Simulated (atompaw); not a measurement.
# What one change does to a pseudopotential (Ta (Z = 73), PAW (atompaw))

tantalum (Ta), PAW, made with atompaw 4.2.0.5 (PBEsol, scalar-relativistic). Core [Kr] 4d10, reference 4f14 5s2 5p6 5d3 6s2 6p0. Waves: 5s (bound): rc 1.35 bohr; 6s (bound): rc 2.75 bohr; 5p (bound): rc 1.40 bohr; 6p (bound, empty): rc 2.75 bohr; 5d (bound): rc 2.75 bohr; 5d channel at 2.1 Ry: rc 2.75 bohr; 4f (bound): rc 0.90 bohr; 4f channel at -1.3 Ry: rc 0.90 bohr. Local part: bessel scheme, radius 2.40 bohr. Core correction: smooth core density matched at 2.20 bohr. Augmentation charge: sinc compensation charge, radius 2.40 bohr; PAW radius 2.75 bohr; waves and projectors: custom polynom vanderbiltortho.

All-electron outer shells of the reference configuration (PBEsol, scalar-relativistic, ld1.x):

| shell | level (eV) | outermost node (bohr) | outermost maximum (bohr) |
| --- | --- | --- | --- |
| 4p | -400.54 | 0.24 | 0.45 |
| 4d | -222.03 | 0.22 | 0.46 |
| 5s | -73.03 | 0.54 | 0.98 |
| 5p | -39.42 | 0.58 | 1.13 |
| 4f | -24.73 | – | 0.44 |
| 6s | -5.47 | 1.32 | 2.78 |
| 5d | -3.62 | 0.65 | 1.58 |
| 6p | -1.36 | 1.59 | 3.85 |

Change: local potential troulliermartins scheme with l = 4 at 0 Ry, radius 2.40 bohr.

Cutoffs: the cutoffs (Ry, on a coarse ladder) from which the occupation-weighted sum of valence levels, in a spherical-Bessel basis at the reference potential, stays within 10 and 1 mRy of its value at 400 Ry; they do not see the model core or the augmentation charge, which bear on the density cutoff.

What does the change do?

The range in which the s phases agree narrows (upper end 4.0 → 0.1); the range in which the p phases agree narrows (upper end at the end of the scan → 2.0); neither file shows a bound ghost.

```csv
quantity,base,changed
"cutoff, loose",over 300 Ry,over 300 Ry
"cutoff, tight",over 300 Ry,over 300 Ry
bound ghosts,none,none
s: phases at 2.76 bohr within 0.05 rad from the reference energy up to (Ry; the scan ends near 5),4.0,0.1
p: phases at 2.76 bohr within 0.05 rad from the reference energy up to (Ry; the scan ends near 5),to the end of the scan,2.0
d: phases at 2.76 bohr within 0.05 rad from the reference energy up to (Ry; the scan ends near 5),to the end of the scan,to the end of the scan
f: phases at 2.76 bohr within 0.05 rad from the reference energy up to (Ry; the scan ends near 5),1.5,to the end of the scan
lowest overlap eigenvalue by channel,"s 0.48, p 0.52, d 0.91, f 1.00","s 0.43, p 0.51, d 0.88, f 0.99"
```

 The cutoffs see the waves, projectors and local potential, not the compensation charge or the core.
